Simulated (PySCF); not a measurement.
**Shieldings and the share of exact exchange**

Molecule: `C(C(=O)O)C[SiH3]`, C$_{3}$H$_{8}$O$_{2}$Si.

Mapped SMILES: `[O:1]=[C:2]([OH:3])[CH2:4][CH2:5][SiH3:6]`. Each H is labelled by its parent atom.

GIAO shieldings (ppm, equivalent atoms averaged) in PySCF 2.14.0 with density-fitted response routines on the PBE0-D3(BJ)/def2-SVP geometry, basis pcSseg-1, gas phase, non-relativistic:

```tsv
functional	exact exchange (%)	σ(O3)	σ(Si6)
BLYP	0	107.1	390.8
BP86	0	110.2	399.8
PBE	0	109.8	401.4
B3LYP	20	117.1	402.0
PBE0	25	121.7	414.7
BHandHLYP	50	131.0	418.8
HF	100	152.0	448.7
```

Problem. Fit each shielding as a line in the percentage of exact exchange.

Solution. σ(O3) = 109.3 + 0.43 x (rms 1.2 ppm); σ(Si6) = 396.8 + 0.51 x (rms 4.3 ppm). The functionals also differ in their semilocal parts, which the line can't hold; Hartree–Fock has no correlation at all.

Problem. What does the line predict for mPW1PW91 (25 %), and what does the run give?

Solution. σ(O3): 120.0 predicted, 121.1 computed; σ(Si6): 409.6 predicted, 412.6 computed ppm.
